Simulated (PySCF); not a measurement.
Species: C7H9O (doublet state).
Cartesian coordinates in Å at the GFN2-xTB level; atoms count from 1:
```xyz
17
C7H9O angstrom
C      3.312    1.075    0.490
C      2.752    0.028    0.229
C      2.115   -1.145   -0.065
C      0.677   -1.295   -0.122
O      0.165   -2.370   -0.392
C     -0.129   -0.045    0.170
C     -1.631   -0.296    0.090
C     -2.431    0.965    0.385
H      3.804    1.975    0.712
H      2.714   -2.021   -0.272
H      0.167    0.728   -0.544
H      0.145    0.315    1.165
H     -1.897   -1.081    0.800
H     -1.875   -0.666   -0.908
H     -2.187    1.750   -0.328
H     -3.497    0.762    0.320
H     -2.212    1.333    1.386
```

The hyperfine couplings belong to this conformer and change with its torsions.

As a line formula: `O=C(CCC)C=C=[CH]` [radical].

The calculation used PySCF 2.14.0, UKS B3LYP, pcH-1 on C H O, non-relativistic, mean-field spin-orbit, GIAO. The structure is a single GFN2-xTB conformer in the gas phase; no vibrational or solvent corrections. The geometry wasn't refined by DFT: couplings that depend on bond lengths, twists or pyramidal angles can differ widely from those at the functional's own minimum. No stability test was run, so a lower SCF solution isn't excluded.

Principal values of hyperfine tensors in MHz (contact and dipolar terms together), for some of the nuclei:

| atom | isotope | A1 | A2 | A3 | alike by the symmetry of this geometry |
| --- | --- | --- | --- | --- | --- |
| C2 | 13C | -75.28 | -58.87 | -37.10 | none |
| C3 | 13C | 2.38 | 2.90 | 159.64 | none |
| H10 | 1H | -68.40 | -47.59 | -20.81 | none |
| C1 | 13C | -0.75 | 9.20 | 110.72 | none |
| C4 | 13C | -42.94 | -28.68 | -24.45 | none |
| O5 | 17O | -79.71 | 18.57 | 19.13 | none |
| H13 | 1H | 0.17 | 0.57 | 3.31 | H14 |
| C6 | 13C | -1.87 | -1.41 | -0.67 | none |

Problem. Split each tensor into its isotropic and traceless parts, and turn a_iso into mT with g = 2.0040.

Solution. a_iso is a third of the trace, T = A − a_iso, and a(mT) = a(MHz)/(g × 13.996).

```tsv
atom	a_iso (MHz)	a_iso (mT)	T1	T2	T3
C2	-57.09	-2.035	-18.19	-1.79	19.98
C3	54.97	1.960	-52.60	-52.07	104.67
H10	-45.60	-1.626	-22.80	-1.99	24.79
C1	39.72	1.416	-40.48	-30.52	71.00
C4	-32.03	-1.142	-10.92	3.35	7.57
O5	-14.00	-0.499	-65.71	32.57	33.13
H13	1.35	0.048	-1.18	-0.78	1.96
C6	-1.32	-0.047	-0.55	-0.10	0.65
```

Problem. What spin density at the nucleus of C4 lies behind its contact coupling (g_N = 1.40482)?

Solution. a_FC = (2μ0/3) gₑ μB g_N μN ρ(0)/(2S·h) = 800.24 MHz × g_N × ρ(0)/(2S), with ρ in bohr⁻³. With a_FC = -32.03 MHz and 2S = 1, ρ(0) = -0.02849 bohr⁻³.

Problem. H9 (1H, g_N = 5.58569) isn't in the table. Its spin density at the nucleus is -0.008479 bohr⁻³. What is its contact coupling?

Solution. By the same relation, a_FC = -37.9 MHz. Its full tensor has the principal values -55.72, -39.76, -18.22 MHz.

Problem. Name the largest traceless tensor T of the table and describe it.

Solution. C3: -52.6, -52.1, 104.7 MHz, axial, in the ratio −1:−1:+2, the form that spin in one p orbital centred on that nucleus gives.

Problem. What first-order splitting does C2 cause when the field lies along A1, A2 or A3 of its tensor (g taken as isotropic, no quadrupole term)?

Solution. 2 lines (I = 1/2), spaced by |A_i|/(g × 13.996): 2.68, 2.10, 1.32 mT along the axes of A1, A2 and A3.

The SMILES draws the unpaired electron on C1; the largest computed Mulliken spin population is on C3 (0.66 against 0.50).
